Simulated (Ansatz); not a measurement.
C$_{3}$H$_{7}$NOSi (`N=CC(O)=C[SiH3]`), charge 0, multiplicity 1.

(1) Give a relaxed structure at PBE0-D4/def2-TZVP (Ansatz 0.2.0). (Estimate.)

## Answers

(1) Ansatz gave: 
Z-matrix (Å, degrees):
```
Si
C 1 1.859
H 1 1.487 2 111.3
H 1 1.486 2 108.5 3 119.6
H 1 1.486 2 110.6 3 -120.7
C 2 1.339 1 123.6 3 65.2
H 2 1.085 1 120.5 3 -114.1
C 6 1.472 2 121.5 1 -179.6
O 6 1.351 2 120.2 1 -1.6
N 8 1.267 6 128.2 2 170.7
H 8 1.091 6 114.1 2 -9.2
H 9 0.963 6 110.1 2 163.9
H 10 1.023 8 112.8 6 -2.2
```
This is one stationary point; other conformers may exist.
